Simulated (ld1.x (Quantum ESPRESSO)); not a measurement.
# PBE PAW dataset for silicon (Si), scalar-relativistic all-electron reference.

ld1.x (Quantum ESPRESSO) 7.5 input, shortened:

```
&input
   title='Si', zed=14., rel=1, dft='PBE', iswitch=3,
   config='[Ne] 3s2 3p2'
 /
 &inputp
   pseudotype=3, lpaw=.true., tm=.true., lloc=-1, rcloc=1.45,
   nlcc=.true., new_core_ps=.true.,
   which_augfun='GAUSS', rmatch_augfun=1.40
 /
4
3S  1  0   2.00   0.00  1.45  1.60  0.0
3S  1  0   0.00   0.20  1.45  1.60  0.0
3P  2  1   2.00   0.00  1.70  2.30  0.0
3P  2  1   0.00   3.45  1.70  2.30  0.0
 &test
   configts(1)='3s2 3p2'
 /
```

All-electron outer shells of the reference configuration (PBE, scalar-relativistic, ld1.x):

```json
{"shell": "2s", "level (eV)": "-139.50", "outermost node (bohr)": "0.15", "outermost maximum (bohr)": "0.45"}
{"shell": "2p", "level (eV)": "-95.56", "outermost node (bohr)": "–", "outermost maximum (bohr)": "0.39"}
{"shell": "3s", "level (eV)": "-10.81", "outermost node (bohr)": "0.72", "outermost maximum (bohr)": "1.80"}
{"shell": "3p", "level (eV)": "-4.08", "outermost node (bohr)": "0.72", "outermost maximum (bohr)": "2.17"}
```

Problem. Is a potential produced?

Solution. No. ld1.x (Quantum ESPRESSO) 7.5 stopped with "new_paw_hamiltonian: negative rho": the spherical valence density built from the smooth waves and the augmentation charge turned negative at some radius.
